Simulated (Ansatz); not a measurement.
Ansatz (an electronic-structure program) input (CCSD(T)/def2-SVPD):

Ansatz 0.2 input:
```yaml
crystal:
  periodic: [false, false, false]
  atoms:
    - {symbol: Si, position_ang: [-1.51499564, 0.04184270, 0.04019941]}
    - {symbol: Br, position_ang: [0.71951806, 0.02065043, -0.02185572]}
    - {symbol: H, position_ang: [-2.02122664, -0.73739375, -1.11751853]}
    - {symbol: H, position_ang: [-1.95196630, -0.57116922, 1.31967709]}
basis:
  gaussian:
    orbitals: def2-SVPD
magnetization: {spin_polarized: true, initial_magnetization: 1}
correlation: {method: ccsd_t, electrons: outside_noble_gas}
output: {forces: true}
```

Output:

```
Functional definition: HF
integrals: 0.11 GiB planned
781 factors; integrals over basis functions are off by at most 1.0e-3 eV
0.78 GiB of device memory are held for the factors and their scratch space
mean field: 0.38 GiB planned
mean field evaluation 1: about -77881.1517 eV, gradient 8.9e0 eV
mean field evaluation 2: about -77881.1534 eV, gradient 8.9e0 eV
mean field evaluation 4: about -77882.0480 eV, gradient 1.6e0 eV
mean field evaluation 8: about -77882.0879 eV, gradient 2.2e-1 eV
mean field evaluation 16: about -77882.0462 eV, gradient 1.6e0 eV
mean field -77882.08938633 eV, -2862.1139945715 hartree, gradient 2.2e-6 eV, S^2 0.754377; 0 other end points of the search recorded, 0 dependent functions left out
19 core orbitals not correlated
reference -77882.08938633 eV, -2862.1139945715 hartree; 7, 6 occupied and 55, 56 virtual orbitals, 781 factors
densities: 1.04 GiB planned
second order -5.76880721 eV of doubles, -0.00000000 eV of singles
coupled cluster: 0.63 GiB planned
cycle   1  -6.36044454 eV  change   -5.9e-1 eV  update   6.4e-2
cycle   2  -6.57225389 eV  change   -2.1e-1 eV  update   2.2e-2
cycle   3  -6.60000557 eV  change   -2.8e-2 eV  update   9.8e-3
cycle   4  -6.59720626 eV  change    2.8e-3 eV  update   4.2e-3
cycle   5  -6.59722815 eV  change   -2.2e-5 eV  update   1.7e-3
cycle   6  -6.59750833 eV  change   -2.8e-4 eV  update   6.0e-4
cycle   7  -6.59760521 eV  change   -9.7e-5 eV  update   2.3e-4
cycle   8  -6.59763154 eV  change   -2.6e-5 eV  update   7.1e-5
cycle   9  -6.59762165 eV  change    9.9e-6 eV  update   2.5e-5
cycle  10  -6.59761818 eV  change    3.5e-6 eV  update   1.0e-5
cycle  11  -6.59761882 eV  change   -6.4e-7 eV  update   3.9e-6
cycle  12  -6.59761807 eV  change    7.5e-7 eV  update   1.5e-6
perturbative correction -0.18765417 eV, -0.0068961636 hartree
the calculation of the forces begins
0.78 GiB of device memory are held for the factors and their scratch space
Total energy: -77888.87465858 eV, -2862.3633487273 hartree
Atom 0 at    -1.514996     0.041843     0.040199 Å, force    -0.196407     0.012107     0.004756 eV/Å
Atom 1 at     0.719518     0.020650    -0.021856 Å, force     0.258171     0.011756    -0.008139 eV/Å
Atom 2 at    -2.021227    -0.737394    -1.117519 Å, force    -0.032489    -0.015790    -0.054873 eV/Å
Atom 3 at    -1.951966    -0.571169     1.319677 Å, force    -0.029274    -0.008074     0.058256 eV/Å
Dipole moment:    -0.255533    -0.003995     0.007534 e Å
```

It need not be the lowest isomer of its formula.
